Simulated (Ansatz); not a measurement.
Geometry optimisation, Ansatz, RHF/def2-SVP.

The input (input.yaml):

```yaml
crystal:
  periodic: [false, false, false]
  atoms:
    - { symbol: Ta, position_ang: [-0.20445, 0.136028, 0.098689] }
    - { symbol: Cl, position_ang: [2.134852, 0.939204, 0.258756] }
    - { symbol: "N", position_ang: [0.042305, -0.080783, 2.088805] }
    - { symbol: H, position_ang: [-0.543088, -0.675193, 2.647004] }
    - { symbol: H, position_ang: [0.837806, 0.218596, 2.621083] }
    - { symbol: "N", position_ang: [0.381227, -0.263, -1.791187] }
    - { symbol: H, position_ang: [-0.138495, -0.87129, -2.397303] }
    - { symbol: H, position_ang: [1.274456, -0.051046, -2.19362] }
    - { symbol: "N", position_ang: [-1.317174, 1.733429, -0.075047] }
    - { symbol: H, position_ang: [-1.639538, 2.280321, 0.703019] }
    - { symbol: H, position_ang: [-1.540277, 2.177965, -0.947626] }
    - { symbol: "N", position_ang: [-1.569024, -1.301577, 0.028442] }
    - { symbol: H, position_ang: [-2.562142, -1.152302, 0.028939] }
    - { symbol: H, position_ang: [-1.362723, -2.285991, 0.027026] }
    - { symbol: F, position_ang: [1.743722, -2.294954, 0.410294] }
    - { symbol: H, position_ang: [2.348142, -1.612808, 0.445327] }
basis:
  gaussian: { orbitals: def2-SVP }
hamiltonian:
  xc: hf
relax:
  f_tol: 0.03
  max_steps: 50
```

Command:

```bash
$ ansatz run input.yaml --threads 4 --pin off --max-ram 5120MiB --backend cpu --events-out ev --progress --plain --runs-dir out
```

Where does it end, and by what steps?

The forces met the threshold. The force dipped under the threshold on the way, but the program's further checks kept it going. After 49 steps the energy has fallen by 0.155 eV; F15 moved furthest, 2.79 Å.

```json
{"step": "0", "energy less start (eV)": "0.0000", "largest force component (eV/Å)": "0.272", "accepted": "yes"}
{"step": "2", "energy less start (eV)": "-0.0115", "largest force component (eV/Å)": "0.503", "accepted": "yes"}
{"step": "4", "energy less start (eV)": "-0.0160", "largest force component (eV/Å)": "0.292", "accepted": "yes"}
{"step": "6", "energy less start (eV)": "-0.0185", "largest force component (eV/Å)": "0.085", "accepted": "yes"}
{"step": "8", "energy less start (eV)": "-0.0210", "largest force component (eV/Å)": "0.070", "accepted": "yes"}
{"step": "10", "energy less start (eV)": "-0.0245", "largest force component (eV/Å)": "1.093", "accepted": "yes"}
{"step": "12", "energy less start (eV)": "-0.0441", "largest force component (eV/Å)": "0.484", "accepted": "yes"}
{"step": "14", "energy less start (eV)": "-0.0654", "largest force component (eV/Å)": "0.323", "accepted": "yes"}
{"step": "16", "energy less start (eV)": "-0.0839", "largest force component (eV/Å)": "0.492", "accepted": "yes"}
{"step": "18", "energy less start (eV)": "-0.0381", "largest force component (eV/Å)": "2.193", "accepted": "no"}
{"step": "20", "energy less start (eV)": "-0.1021", "largest force component (eV/Å)": "0.042", "accepted": "yes"}
{"step": "22", "energy less start (eV)": "-0.1015", "largest force component (eV/Å)": "0.342", "accepted": "no"}
{"step": "24", "energy less start (eV)": "-0.1031", "largest force component (eV/Å)": "0.115", "accepted": "yes"}
{"step": "26", "energy less start (eV)": "-0.1036", "largest force component (eV/Å)": "0.035", "accepted": "yes"}
{"step": "28", "energy less start (eV)": "-0.1034", "largest force component (eV/Å)": "0.353", "accepted": "no"}
{"step": "30", "energy less start (eV)": "-0.1077", "largest force component (eV/Å)": "0.364", "accepted": "yes"}
{"step": "32", "energy less start (eV)": "-0.1132", "largest force component (eV/Å)": "0.445", "accepted": "no"}
{"step": "34", "energy less start (eV)": "-0.1221", "largest force component (eV/Å)": "0.108", "accepted": "yes"}
{"step": "36", "energy less start (eV)": "-0.1340", "largest force component (eV/Å)": "0.368", "accepted": "yes"}
{"step": "38", "energy less start (eV)": "-0.1418", "largest force component (eV/Å)": "0.188", "accepted": "yes"}
{"step": "40", "energy less start (eV)": "-0.1492", "largest force component (eV/Å)": "0.226", "accepted": "yes"}
{"step": "42", "energy less start (eV)": "-0.1523", "largest force component (eV/Å)": "0.090", "accepted": "yes"}
{"step": "44", "energy less start (eV)": "-0.1538", "largest force component (eV/Å)": "0.063", "accepted": "yes"}
{"step": "46", "energy less start (eV)": "-0.1546", "largest force component (eV/Å)": "0.027", "accepted": "yes"}
{"step": "48", "energy less start (eV)": "-0.1551", "largest force component (eV/Å)": "0.030", "accepted": "yes"}
{"step": "49", "energy less start (eV)": "-0.1552", "largest force component (eV/Å)": "0.029", "accepted": "yes"}
```

```xyz
16
Properties=species:S:1:pos:R:3
Ta -0.434 -0.012 0.294
Cl 1.934 0.685 0.871
N -0.473 -0.519 2.225
H -1.261 -0.937 2.683
H 0.327 -0.488 2.830
N 0.432 -1.027 -1.178
H -0.081 -1.595 -1.826
H 1.422 -1.136 -1.320
N -1.063 1.799 -0.157
H -1.369 2.479 0.519
H -0.953 2.236 -1.056
N -2.180 -0.909 -0.024
H -3.012 -0.428 -0.315
H -2.370 -1.891 0.080
F 3.624 -0.959 -1.168
H 3.343 -0.400 -0.505
```

Whether the end is a true minimum wasn't checked by a vibrational analysis.

Time of the run: 2.7 min on 4 threads of Arm Neoverse V1 (shared host), peak memory 0.52 GiB.
